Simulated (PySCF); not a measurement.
Zn³⁺ (zinc, charge +3): UHF calculation

Configuration: [Ar] 3d9, 2D determinant. All numbers are calculated (PySCF 2.14, the spin-free X2C one-electron Hamiltonian (Gaussian nucleus), in aug-cc-pVDZ-DK).

```
Total energy                                                  : -1791.998382 hartree
One-electron energy                                           : -2459.5930 hartree
Hartree (Coulomb) energy                                      : 737.2330 hartree
Exchange energy                                               : -69.6384 hartree
⟨S²⟩                                                          : 0.7509
⟨L²⟩                                                          : 6.010
Sum of ⟨r⟩                                                    : 14.63 bohr
Sum of ⟨r²⟩                                                   : 12.46 bohr²
Traceless quadrupole moment −½Σ⟨3z² − r²⟩ along its main axis : -0.254 e·bohr²
Langevin diamagnetic susceptibility                           : -9.87 ×10⁻⁶ cm³/mol
```

| shell | electrons | mean orbital energy (hartree) | spread (hartree) | rms radius, mean of both spins (bohr) |
| --- | --- | --- | --- | --- |
| 1s α | 1 | -359.11819 | 0 | 0.0580 |
| 1s β | 1 | -359.11708 | 0 | 0.0580 |
| 2s α | 1 | -46.93579 | 0 | 0.244 |
| 2s β | 1 | -46.88847 | 0 | 0.244 |
| 2p α | 3 | -40.74488 | 0.05161 | 0.219 |
| 2p β | 3 | -40.69812 | 0.00112 | 0.219 |
| 3s α | 1 | -7.40139 | 0 | 0.727 |
| 3s β | 1 | -7.28823 | 0 | 0.727 |
| 3p α | 3 | -5.48205 | 0.09869 | 0.766 |
| 3p β | 3 | -5.34703 | 0.06179 | 0.766 |
| 3d α | 5 | -2.34460 | 0.11763 | 0.911 |
| 3d β | 4 | -2.27885 | 0.09225 | 0.911 |

Densities and radii are taken from the X2C orbitals without a picture-change correction, which distorts them close to the nucleus.

Spin-orbit constants ζ (cm⁻¹) from the X2C one-electron operator on these orbitals: bare nucleus, nucleus screened by l(l+1)(2l+1)/3 electrons, and screened by the Breit-Pauli mean field of the electrons.

```
shell    bare  screened nucleus  mean field
   2p  133800            124900      120900
   3p   17220             16080       15460
   3d    1849              1233        1133
```

To first order the Landé constant is A = -1133 cm⁻¹, so the lowest level has J = 5/2 and lies 0.140 eV below the centre of the term.
